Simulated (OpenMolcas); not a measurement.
An OpenMolcas run meant for Ar⁵⁺ (ANO-R2, X2C; inactive shells 1s 2s 2p; intended active space 3 electrons in 9 orbitals (RAS2 3s 3p; RAS3 3d, at most 2 electrons)). One step of its input:

```
&CASPT2
Multistate=3 1 2 3
Frozen=1 0
IPEA=0.25
Imaginary=0.1
MaxIter=60
WThr=0.0 0.3 0.05
PrWF=0.5
NoMix
Deleted=9 8
```

The run finished. Its levels beside those of a sound run (SS-RASPT2, IPEA 0.25 Eh, imaginary shift 0.1 Eh (closed shells correlated: 2s 2p)), in cm⁻¹ above each run's lowest level:

```tsv
Level	This run	Usual run
3s² 3p ²P°_1/2	0.0	0.0
3s² 3p ²P°_3/2	2053	2053
3s 3p² ⁴P_1/2	99310	99707
3s 3p² ⁴P_3/2	100042	100440
3s 3p² ⁴P_5/2	101194	101591
3s 3p² ²D_3/2	133661	132632
3s 3p² ²D_5/2	133739	132710
3s 3p² ²S_1/2	172447	170111
3s 3p² ²P_1/2	185120	182398
3s 3p² ²P_3/2	186403	183678
```

Task: Which setting is unsound, and how much does it matter here?

Result: Nearly half of the orbitals are deleted from the virtual space, which removes much of the correlation energy. Against the sound run the excited levels shown move by 1200 cm-1 on average and by 2700 cm-1 at most.

Term energies are means over components that CASPT2 splits; among the terms shown or strongly mixed into the levels shown the widest spread is 910 cm-1 (3s 3p² ²P, this run). Active for correlation alone: 3d; no level in the range computed is led by a configuration that fills it, so any true level of that kind is missing. Some terms mix strongly with configurations of 3d, whose occupation reaches 0.16 (3s 3p² ²D). Only configurations of the active space appear.

° marks odd parity.
